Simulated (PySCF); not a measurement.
Ionising PbO

RHF; basis Pb aug-cc-pVDZ-PP with ECP60, O aug-cc-pVDZ; scalar-relativistic core potentials; PySCF 2.14. Neutral (RHF): singlet (closed shell), Re = 1.893 Å, ωe = 857 cm⁻¹, De = 0.72 eV, HOMO -10.07 eV, LUMO 0.05 eV.

PbO⁺ (UHF): doublet (π ↑), Re = 2.077 Å, ωe = 617 cm⁻¹. The energies at the minima are -266.65592 hartree for PbO and -266.41727 for PbO⁺.

Task: Work out the adiabatic ionisation energy, without and with harmonic zero-point energies (1 hartree = 27.2114 eV, 1 eV = 8065.5 cm⁻¹), and the change of the bond length.

Result: At HF: 0.23865 hartree = 6.494 eV between the minima; the zero-point term (617.0 − 857.0)/2 cm⁻¹ = -0.015 eV makes it 6.479 eV. Re changes by +18.4 pm against the neutral. Minus the HOMO energy is 10.07 eV, +3.58 eV from the value between the minima; Hartree–Fock orbital energies leave out relaxation and correlation. The electron leaves a π orbital; in so polar a molecule the change of length follows mostly from the change of the ionic charges.

Spin–orbit coupling is left out, which matters for elements this heavy, above all for dissociation energies. Where the molecule has an RHF reference, its open-shell atoms are computed with UHF. Hartree–Fock leaves out correlation, which carries a large part of most bond energies and some tenths to 1 eV of ionisation energies. States were picked by a PBE0 search and need not be the measured ground states.

Neutral and ion stand on different kinds of reference determinant, which adds to the error of the difference.
